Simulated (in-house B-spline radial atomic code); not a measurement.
Inner-shell binding energies (edges) and X-ray emission energies of free atoms and ions, as differences of relaxed hole-state energies with first-order Breit, QED and recoil terms, without correlation or multiplet splittings, in NIST's listed ground configurations. For neutral atoms such line energies lie within some 1 to 5 eV of tabulated X-ray lines (up to 20 eV for the heaviest). K = 1s, L1 = 2s, L2 = 2p1/2, L3 = 2p3/2. A dash marks a subshell that is part filled or wasn't run, or a line left out. Computed with a B-spline radial code for spherical atoms: Dirac-Hartree-Fock, average of the configuration, finite nuclei.

```tsv
ion	configuration	K edge (eV)	L1 edge (eV)	L3 edge (eV)	K-L2 (eV)
Cr4+	[Ar] 3d2	6065.1	776.34	653.37	5403.32
Mn4+	[Ar] 3d3	6616.01	851.7	720.52	5885.32
Fe4+	[Ar] 3d4	7191.46	930.56	790.84	6388.44
Co4+	[Ar] 3d5	7791.57	1012.95	864.32	6912.77
Ni4+	[Ar] 3d6	?	?	?	?
Cu4+	[Ar] 3d7	?	?	?	?
Zn4+	[Ar] 3d8	9741	1281.72	1103.87	8613.76
Ga4+	[Ar] 3d9	?	?	?	?
Ge4+	[Ar] 3d10	11166.1	1479.27	1279.55	9855.32
Se4+	[Ar] 3d10 4s2	12721.9	1723.74	1499.33	11181.5
Zr4+	[Ar] 3d10 4s2 4p6	18052.8	2593.97	2279.78	15688.5
Nb4+	[Kr] 4d1	19042.7	2761.44	2429.46	16518.9
```

Task: Fill in the row of Ni4+.

Result: K edge (eV): 8416.45; L1 edge (eV): 1098.92; L3 edge (eV): 940.98; K-L2 (eV): 7458.37.

Task: Fill in the row of Cu4+.

Result: K edge (eV): 9066.22; L1 edge (eV): 1188.5; L3 edge (eV): 1020.83; K-L2 (eV): 8025.34.

Task: Fill in the row of Ga4+.

Result: K edge (eV): 10440.9; L1 edge (eV): 1378.63; L3 edge (eV): 1190.11; K-L2 (eV): 9223.72.
